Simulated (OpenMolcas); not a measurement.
**4d³ along the 39-electron sequence**

```
Program             : OpenMolcas
Method              : MS-CASPT2, IPEA 0.25 Eh, imaginary shift 0.1 Eh
Basis               : ANO-R3
Scalar Hamiltonian  : X2C, finite nucleus
Spin-orbit coupling : RASSI with atomic mean-field integrals over the reference wave functions, term energies averaged over their components
```

Active space for each ion: 3 electrons in 5 orbitals (4d); closed shells correlated by CASPT2: 4s 4p.

Computed levels in cm-1 above ⁴F_3/2:

```json
{"Level": "⁴F_5/2", "Nb2+": "522", "Mo3+": "748", "Tc4+": "1036", "Ru5+": "1388", "Rh6+": "1815", "Pd7+": "2300"}
{"Level": "⁴F_7/2", "Nb2+": "1188", "Mo3+": "1692", "Tc4+": "2320", "Ru5+": "3070", "Rh6+": "3960", "Pd7+": "4960"}
{"Level": "⁴F_9/2", "Nb2+": "1955", "Mo3+": "2760", "Tc4+": "3740", "Ru5+": "4890", "Rh6+": "6220", "Pd7+": "7690"}
{"Level": "⁴P_3/2", "Nb2+": "8920", "Mo3+": "10680", "Tc4+": "12310", "Ru5+": "13760", "Rh6+": "14890", "Pd7+": "16320"}
{"Level": "⁴P_1/2", "Nb2+": "9040", "Mo3+": "10730", "Tc4+": "12390", "Ru5+": "13910", "Rh6+": "15170", "Pd7+": "16770"}
{"Level": "²G_7/2", "Nb2+": "9200", "Mo3+": "11580", "Tc4+": "13780", "Ru5+": "15830", "Rh6+": "17630", "Pd7+": "19820"}
{"Level": "²G_9/2", "Nb2+": "9770", "Mo3+": "12320", "Tc4+": "14680", "Ru5+": "16890", "Rh6+": "18820", "Pd7+": "21130"}
{"Level": "⁴P_5/2", "Nb2+": "10010", "Mo3+": "11970", "Tc4+": "14040", "Ru5+": "16070", "Rh6+": "17920", "Pd7+": "20200"}
{"Level": "²P_1/2", "Nb2+": "10890", "Mo3+": "14320", "Tc4+": "17350", "Ru5+": "20140", "Rh6+": "22740", "Pd7+": "25650"}
{"Level": "weight of ⁴F in the lowest level (%)", "Nb2+": "99", "Mo3+": "99", "Tc4+": "99", "Ru5+": "98", "Rh6+": "97", "Pd7+": "97"}
```

Mixed levels, with the weight of the term that names them: Nb2+ ⁴P_3/2 (71 %), Rh6+ ²G_9/2 (68 %), Pd7+ ⁴P_3/2 (74 %), Pd7+ ²G_9/2 (63 %).

Measured, with the error of the calculation in %. Measured levels: Nb2+ from the list in Shadmi, J. Res. Natl. Bur. Stand. 70A, 435 (1966); Mo3+ from Sugar and Musgrove, J. Phys. Chem. Ref. Data 17, 155 (1988).

| Level | Nb2+ | Mo3+ |
| --- | --- | --- |
| ⁴F_5/2 | 516 (+1.1) | 778 (-3.8) |
| ⁴F_7/2 | 1177 (+1.0) | 1760 (-3.8) |
| ⁴F_9/2 | 1939 (+0.8) | 2865 (-3.6) |
| ⁴P_3/2 | 8608 (+3.6) | 10331 (+3.4) |
| ⁴P_1/2 | 8664 (+4.3) | 10338 (+3.8) |
| ²G_7/2 | 9236 (-0.4) | 11580 (0) |
| ²G_9/2 | 9804 (-0.3) | 12311 (+0.1) |
| ⁴P_5/2 | 9594 (+4.3) | 11612 (+3.0) |
| ²P_1/2 |  | 14348 (-0.2) |

The fine-structure level ⁴F_9/2 changes by a factor of 3.93 from Nb2+ to Pd7+. Its fourth root runs 6.65, 7.25, 7.82, 8.36, 8.88, 9.36, with steps per unit of Z of 0.60, 0.57, 0.54, 0.52, 0.48; equal steps would mean a (Z - σ)^4 law with constant σ.

⁴P_3/2 changes by a factor of 1.83 over the same range, with steps per unit of Z of +1760, +1630, +1450, +1130, +1430 cm-1.

CASPT2 does not keep the components of a term degenerate, so their means are used; among the terms shown or strongly mixed into the levels shown the widest spread is 880 cm-1 (4d³ ⁴F, Ru5+). Levels of configurations with an s electron are missing; early in the row they begin among the upper levels of the d shell and mix with terms of their name (holds for Nb2+). The CASPT2 spread within a term exceeds the gap to the next term for 4d³ ²G and 4d³ ⁴P, so the order of their levels is uncertain (holds for Nb2+). Measured partners are found by configuration, term and J. A level has none where our copy of the source lacks it or the pairing is in doubt (some pairs that miss far off the trend of their configuration count as doubtful), and it then counts in no deviation. Levels of configurations outside the active space are missing.
